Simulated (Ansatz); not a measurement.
FGa, triplet, at a GFN2-xTB geometry (such geometries of metal compounds can be far from the true shape) (the spin is typed, not shown lowest). Base run: R2SCAN/def2-SVP run with Ansatz (a program for electronic structure).

The Ansatz input:
Ansatz 0.2 input:
```yaml
crystal:
  periodic: [false, false, false]
  atoms:
    - {symbol: Ga, position_ang: [-0.00000000, -0.00000000, -0.43599882]}
    - {symbol: F, position_ang: [0.00000000, 0.00000000, 1.50177370]}
basis:
  gaussian:
    orbitals: def2-SVP
hamiltonian:
  xc: r2scan
magnetization: {spin_polarized: true, initial_magnetization: 2}
```

Variants of this job, named by their change:

```
change                                                          ΔE vs base (eV)
--------------------------------------------------------------  ---------------
base                                                                       0.00
occupation = up:A1:11 B1:5 B2:5 down:A1:10 A2:1 B1:4 B2:4                 21.14
occupation = up:A1:10 A2:1 B1:5 B2:5 down:A1:10 A2:1 B1:4 B2:4             5.23
occupation = up:A1:10 A2:2 B1:4 B2:5 down:A1:10 A2:1 B1:4 B2:4            16.29
occupation = up:A1:11 A2:1 B1:3 B2:6 down:A1:10 A2:1 B1:4 B2:4            16.15
occupation = up:A1:11 A2:1 B1:4 B2:5 down:A1:10 A2:1 B1:4 B2:4             0.00
symmetry_tolerance_ang = 0.01                                              0.00
```
